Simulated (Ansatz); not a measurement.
C$_{2}$H$_{8}$N$_{2}$OSi$_{2}$ (`N[SiH2]C#C[SiH](N)O`). The species carries charge 0 and has multiplicity 1. The structure was optimised at the PBE0-D4/def2-TZVP level. It is one conformer, not always the lowest.

```xyz
15

N    -1.924    2.626   -1.703
Si   -1.983    1.698   -0.265
C    -0.594    0.517   -0.036
C     0.335   -0.258    0.087
Si    1.737   -1.426    0.254
N     1.806   -1.772    1.920
O     1.529   -2.765   -0.671
H    -2.085    2.175   -2.589
H    -1.228    3.350   -1.795
H    -1.952    2.629    0.889
H    -3.230    0.897   -0.279
H     2.970   -0.833   -0.306
H     1.243   -1.262    2.579
H     2.582   -2.242    2.354
H     0.793   -3.334   -0.438
```

(1) What is the dipole moment at ωB97M-V/def2-TZVPP? (Estimate.)

(2) And with PBE, r2SCAN, B3LYP? (Estimate.)

(3) Give the Mulliken charges with ωB97M-V, r2SCAN, B3LYP in def2-TZVPP. (Estimate.)

Answers

(1) The calculation gave: 0.83 D, with components (-0.10, 0.03, 0.83) D in this frame, pointing from negative to positive charge.

(2) Ansatz gave: PBE 0.79 D, r2SCAN 0.81 D, B3LYP 0.84 D.

(3) The calculation gave: 
```json
{"atom": "N1", "ωB97M-V": "-0.36", "r2SCAN": "-0.43", "B3LYP": "-0.39"}
{"atom": "Si2", "ωB97M-V": "0.39", "r2SCAN": "0.50", "B3LYP": "0.44"}
{"atom": "C3", "ωB97M-V": "-0.18", "r2SCAN": "-0.19", "B3LYP": "-0.16"}
{"atom": "C4", "ωB97M-V": "-0.23", "r2SCAN": "-0.24", "B3LYP": "-0.21"}
{"atom": "Si5", "ωB97M-V": "0.58", "r2SCAN": "0.65", "B3LYP": "0.61"}
{"atom": "N6", "ωB97M-V": "-0.35", "r2SCAN": "-0.45", "B3LYP": "-0.40"}
{"atom": "O7", "ωB97M-V": "-0.37", "r2SCAN": "-0.41", "B3LYP": "-0.39"}
{"atom": "H8", "ωB97M-V": "0.12", "r2SCAN": "0.15", "B3LYP": "0.14"}
{"atom": "H9", "ωB97M-V": "0.12", "r2SCAN": "0.15", "B3LYP": "0.14"}
{"atom": "H10", "ωB97M-V": "-0.03", "r2SCAN": "-0.08", "B3LYP": "-0.07"}
{"atom": "H11", "ωB97M-V": "-0.03", "r2SCAN": "-0.08", "B3LYP": "-0.07"}
{"atom": "H12", "ωB97M-V": "-0.06", "r2SCAN": "-0.11", "B3LYP": "-0.11"}
{"atom": "H13", "ωB97M-V": "0.13", "r2SCAN": "0.17", "B3LYP": "0.15"}
{"atom": "H14", "ωB97M-V": "0.12", "r2SCAN": "0.16", "B3LYP": "0.14"}
{"atom": "H15", "ωB97M-V": "0.18", "r2SCAN": "0.20", "B3LYP": "0.19"}
```

B3LYP here is the variant with VWN-RPA as its local correlation; programs differ in this.
